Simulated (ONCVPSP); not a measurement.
Potentials for Tc (Z = 43) compared

Generated with ld1.x 7.5 (TM, RRKJ, ultrasoft, PAW), atompaw 4.2 or ONCVPSP 4.0.1. The cutoff is in Ry: for ld1.x and atompaw files where the sum of valence levels is converged to 10 mRy in a Bessel basis, for ONCV files where the hardest occupied wave has 1 mHa per electron of residual kinetic energy. The error is the largest all-electron minus pseudo excitation energy over each file’s own four to seven test configurations (ionisations up to +4, promotions, holes and added fractions of an electron), all of which were solved. The labels leave out finer settings (local radius, basis sizes, second energies), which also bear on the numbers. Spin-polarised tests are not counted. The rows are a selection from randomly drawn settings: files with unsolved tests, undetermined cutoffs or missed reference levels are left out.

A true bound ghost makes a file unfit for plane-wave use even where its test errors are small: the radial tests pick states by their node count and pass the ghost by.

```csv
potential,cutoff (Ry),largest error (meV),bound ghosts
"ONCV, PBE, scalar-relativistic, rc 2.85/2.40/2.40 (spd), local smoothed, core correction yes, reference 4d5 5s1, qcut 1.9/3.9/6.7, projectors 2/2/2",31,+57,none
"ONCV, LDA (Perdew-Wang 92), fully relativistic, rc 1.35/2.20/2.40 (spd), local smoothed, core correction yes, reference 4s2 4p6 4d5 5s1.5 5p0.5, qcut 7.2/7.3/5.2, projectors 2/2/1",44,+0.4,none
"ONCV, PBE, scalar-relativistic, rc 1.70/2.00/1.80 (spd), local smoothed, core correction yes, reference 4s2 4p6 4d5 5s1 5p1, qcut 6.3/7.4/9.1, projectors 2/2/2",46,-6.1,none
"ONCV, PBEsol, scalar-relativistic, rc 1.70/1.95/2.05 (spd), local smoothed, core correction yes, reference 4s2 4p6 4d5 5s2, qcut 7.7/8.9/6.7, projectors 2/2/2",39,-5.4,none
"ONCV, PBE, scalar-relativistic, rc 1.50/1.50/1.95 (spd), local smoothed, core correction yes, reference 4s2 4p6 4d5, qcut 7.9/8.2/7.1, projectors 2/2/1",47,+2.4,none
"ONCV, PBE, scalar-relativistic, rc 1.75/1.20/2.05 (spd), local smoothed, core correction yes, reference 4s2 4p6 4d5, qcut 8.2/5.5/9, projectors 2/1/2",176,+75,none
"ONCV, PBEsol, scalar-relativistic, rc 1.45/1.45/1.90 (spd), local smoothed, core correction yes, reference 4s2 4p6 4d5 5s2, qcut 6.8/11/7.1, projectors 2/3/2",69,-6.1,none
"ONCV, LDA (Perdew-Wang 92), fully relativistic, rc 1.45/1.35/2.35 (spd), local smoothed, core correction yes, reference 4s2 4p6 4d5 5s2, qcut 7.6/5.6/6.2, projectors 2/2/3",122,+14,none
```

Question: Fill in the row for Tc: ONCV, LDA (Perdew-Wang 92), scalar-relativistic, rc 2.30/2.25/1.65 (spd), local smoothed, core correction yes, reference 4d5 5s1.5, qcut 2.4/3/5.2, projectors 1/2/1.

Answer: cutoff 104 Ry, largest error -110 meV, bound ghosts: s.
